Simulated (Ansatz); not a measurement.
C2H4N, SMILES [CH]=NC, multiplicity 2.

The structure is a stationary point at B3LYP-D3(BJ)/def2-TZVP. The isomer is the one that the SMILES or the coordinates give; other isomers of the formula were not compared.

Two levels are set side by side: PBE/def2-TZVPD (Ansatz, an electronic-structure program) and CAM-B3LYP/def2-TZVPD (Ansatz). Energy differences of separate SCF runs at the same geometry; the states with an electron removed or added have multiplicity 1 and 1. Differences are taken from unrounded values.

| quantity | CAM-B3LYP | PBE | PBE minus CAM-B3LYP |
|---|---|---|---|
| vertical ionisation energy (eV) | 8.40 | 8.13 | -0.26 |
